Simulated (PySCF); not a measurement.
Work out the structure from these simulated measurements.

Formula: C5H14OP2.

| Item | Value |
| --- | --- |
| Rotational structure | rotational constants A, B, C: 1.750, 1.139, 0.985 GHz [PBE0-D3(BJ)/def2-SVP] |
| Polarisability | 115.0 au [CAM-B3LYP/def2-SVPD] |
| 1H NMR | chemical shifts (computed TMS as zero) by class: 1.59 (1 H), 1.58 (1 H), 1.21 (3 H), 1.11 (6 H), 0.87 (3 H) ppm [GIAO PBE0/pcSseg-1] |
| Triplet | lowest triplet excitation (Tamm–Dancoff): 4.92 eV [TDA CAM-B3LYP/def2-SVPD] |
| UV, first state | lowest singlet excitation: 6.09 eV (204 nm, f = 0.016) [TDDFT CAM-B3LYP/def2-SVPD] |
| Valence photoelectron | vertical ionisation energy: 8.53 eV [ΔSCF CAM-B3LYP/def2-SVPD] |
| UV, strongest line | among the 10 lowest singlet transitions: S2 at 6.19 eV (200 nm, f = 0.202) [TDDFT CAM-B3LYP/def2-SVPD] |
| 13C NMR | chemical shifts (computed TMS as zero) by class: 26.9 (1 C), 14.7 (1 C), 8.7 (1 C), 6.8 (2 C) ppm [GIAO PBE0/pcSseg-1] |

The electronic properties come from PySCF, for the isolated species, density fitting. Levels stand in brackets. Isolated species at its PBE0-D3(BJ)/def2-SVP geometry (one conformer only). Each NMR value is the plain mean over a class of atoms that symmetry, rotation or inversion makes alike.

Question: Give a SMILES that accounts for the data.

Answer: Numbering: `[CH3:1][CH2:2][P@@:3]([CH3:4])(=[O:5])[P:6]([CH3:7])[CH3:8]`. 5 carbons fall into 4 classes; from least to most shielded: sp3 carbon bound to phosphorus [C2] (26.9 ppm), sp3 carbon bound to phosphorus [C4] (14.7 ppm), methyl carbon [C1] (8.7 ppm), sp3 carbon bound to phosphorus [C7/C8] (6.8 ppm, 2 C). Hydrogen classes from least to most shielded: 1 H on an sp3 carbon bound to phosphorus, C2 (1.59 ppm), 1 H on an sp3 carbon bound to phosphorus, C2 (1.58 ppm), 3 H on an sp3 carbon bound to phosphorus, C4 (1.21 ppm), 6 H on 2 like atoms (sp3 carbon bound to phosphorus), C7/C8 (1.11 ppm, a mean of values up to 1.4 ppm apart in this geometry), 3 H on a methyl carbon, C1 (0.87 ppm, a mean of values up to 0.6 ppm apart in this geometry). The first electron is taken from the HOMO, whose largest Löwdin shares are 0.47 on the three-coordinate phosphorus, 0.23 on the phosphoryl oxygen, 0.08 on the phosphoryl phosphorus and 0.06 on an sp3 carbon bound to phosphorus. The optimised geometry has point group C1 and is an asymmetric top. Structure: `CC[P@@](C)(=O)P(C)C`. Computed isomers that give other values at the same levels: `CC(C)(C)[P@](C)(=O)P` (13C chemical shifts (computed TMS as zero) by class: 36.6 (1 C), 24.9 (3 C), 15.4 (1 C) ppm). The assignments are read from this structure; whether some other isomer fits the data as well wasn't checked. The mirror image fits equally.

Shape of the structure used: `[CH3:1][CH2:2][P@@:3]([CH3:4])(=[O:5])[P:6]([CH3:7])[CH3:8]`: C1–C2–P3–C4 55°, C2–P3–P6–C7 -74°.
